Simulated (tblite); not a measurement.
Compound: C3H11FSeSi2.
SMILES with atom numbers: `[F:1][C@@H:2]([CH2:3][CH2:4][SiH3:5])[Se:6][SiH3:7]` (hydrogens: H8 on C2; H9, H10 on C3; H11, H12 on C4; H13, H14, H15 on Si5; H16, H17, H18 on Si7)

Computed with GFN2-xTB (tblite), gas phase: L-BFGS steps from a force-field or distance-geometry start until the largest atomic force falls under 0.01 eV/Å.

Step 13: E = -637.4069 eV
```
atom  x, y, z in Å  |  force x, y, z in eV/Å
F1      0.8605   -0.6716    1.3090   -0.001  -0.006  -0.009
C2      0.7852   -0.0433    0.0961    0.010  -0.004   0.004
C3     -0.5880    0.5552   -0.1181   -0.007   0.021  -0.001
C4     -1.6681   -0.5181   -0.1621    0.001  -0.012   0.005
Si5    -3.3884    0.2353   -0.4559   -0.045   0.023  -0.007
Se6     2.2107    1.3399    0.0368    0.004   0.012  -0.008
Si7     3.9299   -0.1585    0.1773   -0.028   0.021   0.002
H8      1.0320   -0.7968   -0.6627   -0.013  -0.024   0.001
H9     -0.5653    1.1159   -1.0553    0.015   0.011  -0.014
H10    -0.7907    1.2606    0.6907    0.016   0.005   0.023
H11    -1.4313   -1.2350   -0.9513    0.007   0.003  -0.005
H12    -1.6549   -1.0735    0.7773    0.008  -0.001  -0.005
H13    -3.6882    1.1718    0.6260   -0.018   0.005   0.020
H14    -4.3806   -0.8371   -0.4955   -0.005  -0.018   0.003
H15    -3.3681    0.9528   -1.7314   -0.010   0.001  -0.021
H16     5.1377    0.6497    0.1196   -0.008   0.002   0.007
H17     3.7761   -0.9032    1.4211    0.038  -0.009  -0.001
H18     3.7829   -1.0376   -0.9835    0.036  -0.027   0.006
```

Step 14: E = -637.4073 eV
```
atom  x, y, z in Å  |  force x, y, z in eV/Å
F1      0.8602   -0.6717    1.3091    0.002   0.001  -0.018
C2      0.7857   -0.0435    0.0955   -0.014  -0.020   0.009
C3     -0.5881    0.5555   -0.1182    0.005   0.030   0.001
C4     -1.6691   -0.5177   -0.1626    0.038  -0.005   0.011
Si5    -3.3891    0.2348   -0.4557   -0.046   0.033  -0.012
Se6     2.2115    1.3386    0.0357   -0.011   0.022  -0.008
Si7     3.9295   -0.1583    0.1777   -0.004   0.005   0.010
H8      1.0306   -0.7984   -0.6627   -0.009  -0.018   0.003
H9     -0.5644    1.1174   -1.0549    0.010   0.005  -0.010
H10    -0.7888    1.2607    0.6915    0.009  -0.001   0.018
H11    -1.4308   -1.2339   -0.9521    0.000   0.001  -0.001
H12    -1.6539   -1.0725    0.7773    0.001  -0.006  -0.011
H13    -3.6906    1.1711    0.6252   -0.016   0.010   0.028
H14    -4.3814   -0.8363   -0.4955   -0.015  -0.033   0.003
H15    -3.3703    0.9522   -1.7308   -0.008   0.004  -0.027
H16     5.1365    0.6517    0.1195   -0.013  -0.003   0.008
H17     3.7786   -0.9046    1.4215    0.037   0.000  -0.009
H18     3.7851   -1.0387   -0.9824    0.034  -0.027   0.005
```

Step 15: E = -637.4077 eV
```
atom  x, y, z in Å  |  force x, y, z in eV/Å
F1      0.8599   -0.6719    1.3088    0.005   0.006  -0.021
C2      0.7861   -0.0440    0.0947   -0.037  -0.031   0.008
C3     -0.5880    0.5563   -0.1184    0.017   0.030   0.003
C4     -1.6698   -0.5170   -0.1631    0.060   0.013   0.012
Si5    -3.3908    0.2346   -0.4555   -0.032   0.033  -0.012
Se6     2.2124    1.3372    0.0340   -0.029   0.026  -0.008
Si7     3.9288   -0.1578    0.1784    0.025  -0.016   0.013
H8      1.0286   -0.8009   -0.6626   -0.003  -0.007   0.004
H9     -0.5630    1.1195   -1.0545    0.003  -0.001  -0.002
H10    -0.7862    1.2610    0.6929    0.001  -0.007   0.007
H11    -1.4300   -1.2324   -0.9532   -0.008   0.003   0.007
H12    -1.6525   -1.0712    0.7771   -0.007  -0.009  -0.017
H13    -3.6943    1.1705    0.6248   -0.014   0.014   0.034
H14    -4.3828   -0.8359   -0.4954   -0.021  -0.044   0.003
H15    -3.3734    0.9515   -1.7307   -0.005   0.007  -0.031
H16     5.1346    0.6544    0.1196   -0.016  -0.006   0.008
H17     3.7828   -0.9066    1.4220    0.032   0.010  -0.016
H18     3.7887   -1.0408   -0.9807    0.030  -0.021   0.007
```

Question: Estimate the geometry and energy of step 16. (The exact step hangs on the optimiser's Hessian estimate; all steps are aligned on step 15, rigid shifts and turns removed.)

Answer: E = -637.4083 eV, largest force 0.065 eV/Å
```
atom  x, y, z in Å  |  force x, y, z in eV/Å
F1      0.8595   -0.6721    1.3083    0.007   0.008  -0.016
C2      0.7861   -0.0451    0.0938   -0.048  -0.030   0.003
C3     -0.5875    0.5578   -0.1184    0.023   0.019   0.005
C4     -1.6700   -0.5157   -0.1637    0.054   0.035   0.007
Si5    -3.3934    0.2347   -0.4555   -0.007   0.021  -0.008
Se6     2.2130    1.3358    0.0315   -0.042   0.020  -0.008
Si7     3.9282   -0.1575    0.1794    0.050  -0.036   0.009
H8      1.0257   -0.8045   -0.6624    0.003   0.006   0.003
H9     -0.5610    1.1224   -1.0541   -0.005  -0.007   0.008
H10    -0.7826    1.2612    0.6950   -0.009  -0.010  -0.004
H11    -1.4292   -1.2302   -0.9547   -0.017   0.009   0.016
H12    -1.6507   -1.0698    0.7767   -0.014  -0.011  -0.023
H13    -3.6995    1.1699    0.6247   -0.009   0.014   0.033
H14    -4.3850   -0.8362   -0.4953   -0.018  -0.046   0.004
H15    -3.3777    0.9506   -1.7312   -0.003   0.009  -0.031
H16     5.1319    0.6580    0.1198   -0.013  -0.006   0.009
H17     3.7891   -0.9090    1.4224    0.024   0.018  -0.017
H18     3.7943   -1.0440   -0.9783    0.025  -0.013   0.011
```

The energy changes by -0.0006 eV. The first-order estimate −F·Δx gives -0.0008 eV and the mean of the old and new forces, exact on a quadratic surface, -0.0005 eV. The step makes an angle of 71° with the force vector and moves no atom by more than 0.007 Å.

The cost below is that of the whole relaxation. Hardware: Arm Neoverse N1, one thread (shared host). Cost: 1.3 s wall.
